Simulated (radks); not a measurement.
All-electron atom: Cr18+ in [He] 2s2 2p2 (the NIST ground configuration). All-electron calculation, Dirac Kohn-Sham, PBE, spin-unpolarised, spherical densities, finite nucleus; open shells are shared between the two j in proportion to 2j + 1; Fermi nuclear charge, rms radius 3.6452 fm. Program: a radial shooting solver on a logarithmic mesh with Libxc functionals.

Normalised radial functions P(r) = r R(r) (large component), r in bohr:

r,2p1/2,2p3/2
0.002309,0.0037,0.0025
0.003079,0.0060,0.0044
0.004107,0.0099,0.0078
0.005521,0.0167,0.0138
0.007364,0.0279,0.0240
0.009822,0.0466,0.0413
0.0131,0.0776,0.0706
0.01747,0.1283,0.1189
0.02349,0.2121,0.1998
0.03133,0.3393,0.3236
0.04179,0.5281,0.5087
0.05574,0.7919,0.7694
0.07434,1.1300,1.1057
0.09995,1.5200,1.4971
0.1333,1.8571,1.8398
0.1778,2.0237,2.0163
0.2371,1.8941,1.8982
0.3163,1.4496,1.4618
0.4218,0.8513,0.8645
0.5672,0.3418,0.3501
0.7564,0.0872,0.0903

2p1/2: eigenvalue -1346.9 eV, 0 radial nodes, <r> = 0.233 bohr, 90 % of the charge inside 0.377 bohr. 2p3/2: eigenvalue -1336.2 eV, 0 radial nodes, <r> = 0.235 bohr, 90 % of the charge inside 0.380 bohr.
